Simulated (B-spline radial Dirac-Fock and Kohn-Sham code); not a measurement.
## The O atom: differential elastic cross section for electrons at 713 eV

Level of theory: relativistic (Dirac) partial waves in the static field of the Dirac-Fock atom with Furness-McCarthy exchange, without polarisation or absorption potentials; a B-spline atomic structure program.

The run's input, task.json:

```json
{"items": [{
  "Z": 8,
  "q": 0,
  "cfg": [[1, 0, 2], [2, 0, 2], [2, 1, 4]],
  "A": 16,
  "rrms": 2.6991,
  "do": "elastic",
  "energies": [[713.0, 0]],
  "theta": [0, 10, 20, 30, 40, 50, 60, 70, 80, 90, 100, 110, 120, 130, 140, 150, 160, 170, 180]
}]}
```

Launch: `python xray2_run.py task.json out`

```
θ (°)  dσ/dΩ (a₀²/sr)
    0            10.8
   10            5.48
   20            1.46
   30           0.453
   40           0.195
   50           0.105
   60          0.0640
   70          0.0428
   80          0.0307
   90          0.0234
  100          0.0188
  110          0.0157
  120          0.0136
  130          0.0121
  140          0.0111
  150          0.0104
  160         0.00997
  170         0.00972
  180         0.00963
```

Question: What integrated cross sections go with this distribution?

Answer: The total elastic cross section is 2.50 a₀², the first transport cross section 0.375 a₀² and the second, weighted with (3/2) sin²θ, 0.694 a₀². The mean deflection is ⟨1 − cos θ⟩ = 0.150, and 3.7 % of the collisions scatter beyond 90°.

Values without a named source are computed, but for edge energies of neutral atoms, which are taken from tables.
